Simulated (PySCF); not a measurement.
Delta-SCF ions had no search for a lower state. Excitations are Tamm–Dancoff values on a coarser integration grid. The basis has no diffuse functions, so Rydberg states are missing or too high.

**H₇NSi₂, SMILES `N[SiH2][SiH3]` (charge 0, multiplicity 1)**

The numbers are results of PBE0-D4/def2-TZVP in PySCF, not measurements.

```yaml
HOMO: -7.33 eV
dipole_moment: 1.48 D
HOMO–LUMO gap: 7.21 eV
LUMO: -0.12 eV
S1 excitation (TDA): 5.80 eV
S1 oscillator strength: 0.005
brightest of the four lowest singlets (TDA): 7.21 eV
T1 excitation (TDA): 5.34 eV
S1–T1 gap (TDA): 0.46 eV
vertical ionisation energy (Delta-SCF): 9.41 eV
total_energy: -17352.50 eV
cost: roughly 60 core-seconds
```

```xyz
10

N      1.7296     0.4385     0.0470
Si     0.4963    -0.5535     0.7319
Si    -1.5768     0.1531    -0.0943
H      1.6437     1.4412     0.0913
H      2.6946     0.1607     0.1322
H      0.7757    -1.9567     0.3218
H      0.4245    -0.5560     2.2276
H     -2.6807    -0.5810     0.5832
H     -1.6816    -0.0725    -1.5610
H     -1.7618     1.6093     0.1660
```
